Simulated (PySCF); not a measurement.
2-bromobuta-1,3-diene (C4H5Br), SMILES BrC(=C)C=C.

Coordinates come from a PBE0-D3(BJ)/def2-SVP optimisation. The values are those of a single conformer.

Two levels are set side by side: PBE/def2-TZVP (PySCF) and CAM-B3LYP/def2-TZVP (PySCF). Same geometry, gas phase. Differences are taken from unrounded values.

```json
[
 {"quantity": "orbital gap (eV)", "PBE": "3.79"},
 {"quantity": "highest occupied level (eV)", "PBE": "-6.02"},
 {"quantity": "lowest empty level (eV)", "PBE": "-2.23"},
 {"quantity": "dipole moment (D)", "PBE": "1.42"},
 {"quantity": "mean polarisability (bohr³)", "PBE": "72.1"}
]
```

Problem. These are the PBE values. What does CAM-B3LYP give? (The exact figures need the calculation; the answer reports its results.)

Solution. 
```json
[
 {"quantity": "orbital gap (eV)", "CAM-B3LYP": "8.05", "PBE minus CAM-B3LYP": "-4.27"},
 {"quantity": "highest occupied level (eV)", "CAM-B3LYP": "-8.26", "PBE minus CAM-B3LYP": "2.24"},
 {"quantity": "lowest empty level (eV)", "CAM-B3LYP": "-0.21", "PBE minus CAM-B3LYP": "-2.02"},
 {"quantity": "dipole moment (D)", "CAM-B3LYP": "1.50", "PBE minus CAM-B3LYP": "-0.09"},
 {"quantity": "mean polarisability (bohr³)", "CAM-B3LYP": "70.0", "PBE minus CAM-B3LYP": "2.1"}
]
```

PBE's occupied levels lie high since its potential decays too fast outside the molecule; exact exchange lowers them and widens the gap. Differences between two approximate levels are no errors against the true value.

Rough cost on one machine, each run with all the roots and properties that it gave: CAM-B3LYP against PBE within a factor of 2.
